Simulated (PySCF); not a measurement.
Compound: 1,2,3,4-tetrahydroquinoline, C9H11N.
Atom-mapped SMILES: `[cH:1]1[cH:2][cH:3][c:4]2[c:5]([cH:6]1)[CH2:7][CH2:8][CH2:9][NH:10]2` (hydrogens: H11 on C1; H12 on C2; H13 on C3; H14 on C6; H15, H16 on C7; H17, H18 on C8; H19, H20 on C9; H21 on N10)

The same species was optimised twice, with GFN2-xTB and with PBE0-D3(BJ)/def2-SVP (PySCF), and the same property calculations (PySCF, gas phase) were run on both structures.

```json
{"coordinate": "C4–C5 (Å)", "GFN2-xTB": "1.401", "PBE0-D3(BJ)/def2-SVP": "1.413", "change": "+0.012"}
{"coordinate": "C1–C2 (Å)", "GFN2-xTB": "1.385", "PBE0-D3(BJ)/def2-SVP": "1.395", "change": "+0.010"}
{"coordinate": "C5–C6 (Å)", "GFN2-xTB": "1.385", "PBE0-D3(BJ)/def2-SVP": "1.395", "change": "+0.010"}
{"coordinate": "C3–C4 (Å)", "GFN2-xTB": "1.396", "PBE0-D3(BJ)/def2-SVP": "1.406", "change": "+0.010"}
{"coordinate": "C2–C3 (Å)", "GFN2-xTB": "1.380", "PBE0-D3(BJ)/def2-SVP": "1.389", "change": "+0.009"}
{"coordinate": "C1–C6 (Å)", "GFN2-xTB": "1.384", "PBE0-D3(BJ)/def2-SVP": "1.393", "change": "+0.009"}
{"coordinate": "C8–C9 (Å)", "GFN2-xTB": "1.525", "PBE0-D3(BJ)/def2-SVP": "1.520", "change": "-0.005"}
{"coordinate": "C9–N10 (Å)", "GFN2-xTB": "1.442", "PBE0-D3(BJ)/def2-SVP": "1.440", "change": "-0.002"}
{"coordinate": "C5–C7 (Å)", "GFN2-xTB": "1.506", "PBE0-D3(BJ)/def2-SVP": "1.509", "change": "+0.003"}
{"coordinate": "C7–C8 (Å)", "GFN2-xTB": "1.525", "PBE0-D3(BJ)/def2-SVP": "1.523", "change": "-0.002"}
{"coordinate": "C4–N10 (Å)", "GFN2-xTB": "1.378", "PBE0-D3(BJ)/def2-SVP": "1.380", "change": "+0.002"}
{"coordinate": "C4–N10–C9 (°)", "GFN2-xTB": "119.9", "PBE0-D3(BJ)/def2-SVP": "121.0", "change": "+1.1"}
{"coordinate": "C8–C9–N10 (°)", "GFN2-xTB": "108.4", "PBE0-D3(BJ)/def2-SVP": "109.5", "change": "+1.1"}
{"coordinate": "C5–C7–C8 (°)", "GFN2-xTB": "111.0", "PBE0-D3(BJ)/def2-SVP": "111.8", "change": "+0.8"}
{"coordinate": "C7–C8–C9 (°)", "GFN2-xTB": "109.3", "PBE0-D3(BJ)/def2-SVP": "110.1", "change": "+0.8"}
{"coordinate": "C6–C5–C7 (°)", "GFN2-xTB": "120.7", "PBE0-D3(BJ)/def2-SVP": "121.4", "change": "+0.7"}
{"coordinate": "C1–C6–C5 (°)", "GFN2-xTB": "121.4", "PBE0-D3(BJ)/def2-SVP": "122.1", "change": "+0.7"}
{"coordinate": "C2–C1–C6 (°)", "GFN2-xTB": "119.4", "PBE0-D3(BJ)/def2-SVP": "118.8", "change": "-0.6"}
{"coordinate": "C3–C4–N10 (°)", "GFN2-xTB": "119.9", "PBE0-D3(BJ)/def2-SVP": "120.3", "change": "+0.4"}
```

Rotational constants: A = 2878, B = 1172, C = 858.0 MHz (GFN2-xTB) against A = 2860, B = 1155, C = 846.3 MHz (PBE0-D3(BJ)/def2-SVP). Point groups within 0.08 Å: C1 and C1.

On the GFN2-xTB structure: HOMO (eV) -5.52 [PBE0/pcSseg-1]; LUMO (eV) 0.10 [PBE0/pcSseg-1]; dipole (D) 1.95 [PBE0/pcSseg-1]; GIAO shielding of C1 (ppm) 65.3 [PBE0/pcSseg-1]; GIAO shielding of C2 (ppm) 54.2 [PBE0/pcSseg-1]; GIAO shielding of C3 (ppm) 69.4 [PBE0/pcSseg-1]; GIAO shielding of C4 (ppm) 38.1 [PBE0/pcSseg-1]; GIAO shielding of C5 (ppm) 64.0 [PBE0/pcSseg-1]; GIAO shielding of C6 (ppm) 51.5 [PBE0/pcSseg-1]; GIAO shielding of C7 (ppm) 155.5 [PBE0/pcSseg-1]; GIAO shielding of C8 (ppm) 160.9 [PBE0/pcSseg-1].

Q: What do these properties become on the PBE0-D3(BJ)/def2-SVP structure?

A: 
```csv
property,level,on GFN2-xTB,on PBE0-D3(BJ)/def2-SVP,change
HOMO (eV),PBE0/pcSseg-1,-5.52,-5.49,+0.03
LUMO (eV),PBE0/pcSseg-1,0.10,0.05,-0.05
dipole (D),PBE0/pcSseg-1,1.95,2.03,+0.08
"energy, GFN2-xTB geometry as zero (kcal/mol)",PBE0/pcSseg-1,0.0,-0.3,-0.3
GIAO shielding of C1 (ppm),PBE0/pcSseg-1,65.3,63.5,-1.8
GIAO shielding of C2 (ppm),PBE0/pcSseg-1,54.2,51.6,-2.6
GIAO shielding of C3 (ppm),PBE0/pcSseg-1,69.4,68.0,-1.4
GIAO shielding of C4 (ppm),PBE0/pcSseg-1,38.1,36.2,-1.9
GIAO shielding of C5 (ppm),PBE0/pcSseg-1,64.0,62.4,-1.6
GIAO shielding of C6 (ppm),PBE0/pcSseg-1,51.5,49.4,-2.1
GIAO shielding of C7 (ppm),PBE0/pcSseg-1,155.5,154.9,-0.6
GIAO shielding of C8 (ppm),PBE0/pcSseg-1,160.9,160.3,-0.6
```

The heavy atoms differ by 0.017 Å rms after alignment. Among bonds between heavy atoms C4–C5 changes most (+0.012 Å). Changes are differences of the printed values. Neither structure is proved a minimum here.
